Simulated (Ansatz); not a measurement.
Mulliken charges of C₃H₄AlF (`F[C]1=C[CH2][AlH]1`) from ωB97M-V/def2-TZVPP in Ansatz (PBE0-D4/def2-TZVP geometry).

| atom | x (Å) | y (Å) | z (Å) | charge (e) |
| --- | --- | --- | --- | --- |
| F1 | 1.923 | 1.323 | 1.154 | -0.203 |
| C2 | 0.835 | 0.721 | 0.666 | -0.034 |
| C3 | 0.874 | -0.178 | -0.336 | 0.011 |
| C4 | -0.507 | -0.703 | -0.690 | -0.387 |
| Al5 | -1.075 | 0.513 | 0.752 | 0.386 |
| H6 | 1.788 | -0.498 | -0.841 | 0.107 |
| H7 | -0.605 | -1.781 | -0.544 | 0.097 |
| H8 | -0.799 | -0.478 | -1.719 | 0.097 |
| H9 | -2.345 | 1.036 | 1.543 | -0.072 |

Problem. By hand: the dipole of these point charges (1 e Å = 4.8032 D).

Solution. Σ q r = (-0.404, -0.172, -0.124) e Å, of length 0.456 e Å = 2.19 D.

Problem. How does the dipole of the full density compare? (Estimate.)

Solution. Computed: (-0.308, -0.148, -0.113) e Å, 1.73 D; the point charges give 1.27 times that, at 4° from its direction.

Point charges leave out the atoms' own dipoles, such as those of lone pairs, and Mulliken's split depends on the basis, so the two needn't agree.
